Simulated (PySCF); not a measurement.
CH5F3Si2, SMILES F[SiH]([Si@@H](F)C)F. Geometry optimised at PBE-D3(BJ)/def2-SVP. The structure was generated by enumeration; whether it is a known compound was not checked. The values are those of a single conformer.

Question: Give the equilibrium geometry at PBE-D3(BJ)/def2-SVP (PySCF confirms it by a frequency run) as bond lengths and angles. (The exact figures need the calculation; the answer reports its results.)

Answer: This is not unique; one that fits is 
Atoms: C1 Si2 F3 Si4 F5 F6 H7 H8 H9 H10 H11. Bonded distances (Å): C1–Si2 1.875, C1–H7 1.109, C1–H8 1.108, C1–H9 1.110, Si2–F3 1.650, Si2–Si4 2.353, Si2–H10 1.504, Si4–F5 1.640, Si4–F6 1.635, Si4–H11 1.501. Angles (°): Si2–C1–H7 111.1, Si2–C1–H8 111.4, Si2–C1–H9 109.4, H7–C1–H8 108.4, H7–C1–H9 108.3, H8–C1–H9 108.1, C1–Si2–F3 109.8, C1–Si2–Si4 110.2, C1–Si2–H10 111.2, F3–Si2–Si4 107.6, F3–Si2–H10 108.0, Si4–Si2–H10 109.9, Si2–Si4–F5 105.8, Si2–Si4–F6 110.9, Si2–Si4–H11 117.3, F5–Si4–F6 107.2, F5–Si4–H11 107.6, F6–Si4–H11 107.6.
Charge 0, spin multiplicity 1.
